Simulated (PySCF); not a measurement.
# Fine-structure interval of Ta⁴⁺ by level of theory

Ta⁴⁺ [Xe] 4f14 5d1 [5d3/2^1, M_J = 3/2] → Ta⁴⁺ [Xe] 4f14 5d1 [5d5/2^1, M_J = 5/2], as a difference of total energies. Computed with PySCF 2.14 in x2c-TZVPPall-2c (11s11p10d3f1g, 124 functions), with the two-component X2C-1e Hamiltonian. "Screened" scales the spin-orbit matrix elements by Boettger's factors to mimic the two-electron term; Breit and QED terms are absent.

```
                   method  fine-structure interval (cm⁻¹)
GHF (screened spin-orbit)                          6627.6
    GHF (bare spin-orbit)                          7738.1
```
